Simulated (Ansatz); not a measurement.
`[CH3][GeH2][CH2]O` → `[CH3][GeH]` + CH₃OH at 700 K and 1 bar (germylene formation by 1,1-elimination).

Isolated molecules relaxed with PBE0-D4/def2-TZVP in Ansatz; ΔE leaves out vibrations. CBS: MP2 limit from def2 TZ/QZ plus the TZ coupled-cluster correction, frozen cores. This one scheme is used for every species. For Ge outer-core shells are correlated without core-valence functions, which leaves a few kJ/mol of doubt a bond. Scalar relativity is left out up to krypton. Each species was taken in one conformer, which may not be the lowest.

```json
{"species": "`[CH3][GeH2][CH2]O`", "CCSD(T)/CBS energy (Eh)": "-2232.19160", "H − E (kJ/mol)": "328.6", "S (J/(mol·K))": "470.6"}
{"species": "`[CH3][GeH]`", "CCSD(T)/CBS energy (Eh)": "-2116.52215", "H − E (kJ/mol)": "151.1", "S (J/(mol·K))": "334.8"}
{"species": "CH₃OH", "CCSD(T)/CBS energy (Eh)": "-115.61712", "H − E (kJ/mol)": "170.8", "S (J/(mol·K))": "288.5"}
```

H − E and S are ideal-gas, rigid-rotor, harmonic terms from PBE0-D4/def2-TZVP, for one conformer and one mirror image of each species. 1 Eh = 2625.50 kJ/mol, R = 8.31446 J/(mol·K).

Problem. By hand: ΔE, ΔH, ΔS and ΔG.

Solution. ΔE = (-2116.52215) + (-115.61712) − (-2232.19160) = 0.05233 Eh = 137.4 kJ/mol. Δ(H − E) = 151.1 + 170.8 − 328.6 = -6.7, so ΔH = 130.7 kJ/mol. ΔS = 334.8 + 288.5 − 470.6 = 152.7 J/(mol·K). ΔG = 130.7 − 700 × (152.7)/1000 = 23.8 kJ/mol.

Problem. By hand: the equilibrium constant, and the temperature at which ΔG would vanish if ΔH and ΔS stayed fixed.

Solution. log₁₀ K = −ΔG/(RT ln 10) = -1.8. ΔG = 0 at ΔH/ΔS = 856 K.

The number of gas molecules changes by +1, which sets the sign of ΔS. A doubt of 5 kJ/mol in ΔE shifts log₁₀ K by 0.4 here. Other conformers and mirror images would add mixing entropy, several J/(mol·K) or more a flexible species. These are equilibria of isolated gas molecules and say nothing of rates. Largest T1 diagnostic: 0.011 (customary marks: 0.02 for closed shells, 0.045 for open ones).
